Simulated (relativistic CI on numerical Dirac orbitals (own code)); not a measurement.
Method of calculation: Dirac-Coulomb-Breit CI, separate exchange-only KLI orbitals for each configuration, model QED (radiative potential, 1s self-energy scaled to tabulated hydrogen-like ionisation energies), unscaled Slater integrals (own radial code, finite nucleus).

The strongest absorption lines from the ground level of an ion, among the configurations computed and to levels below about 329 eV (vacuum wavelength in nm, gf): 4.6473 (0.12), 4.9221 (0.025), 4.9799 (0.043), 5.0817 (0.061), 5.2424 (0.46), 5.3469 (0.1).

Which ion is it?
A. Nd38+
B. Xe34+
C. Sb29+
D. Xe32+

D. Xe32+ has 22 electrons and the ground level 3s2 3p6 3d4 3P_0; the strongest line goes to 3s2 3p5 3d5 3D°_1. The pattern of lines fixes the number of electrons, and along that sequence the line energies rise steadily with the charge (about as its square where n changes within one kind of shell, about linearly where n is kept but much faster in heavy ions where fine structure, which grows about as Z⁴, sets the gap, and irregularly where shells cross), which fixes Z. Configurations outside the model, such as inner-shell arrays, can give stronger lines. At this charge energies of transitions that change n are usually good to better than 1 %, and those within a shell (Δn = 0) to a few per cent. Terms inside the open d or f shell come out 10 to 20 % too wide with unscaled integrals.

LS names give the leading component of a level, which can be under half, so a name can repeat, a term be missing and a line seem to break the LS rules.
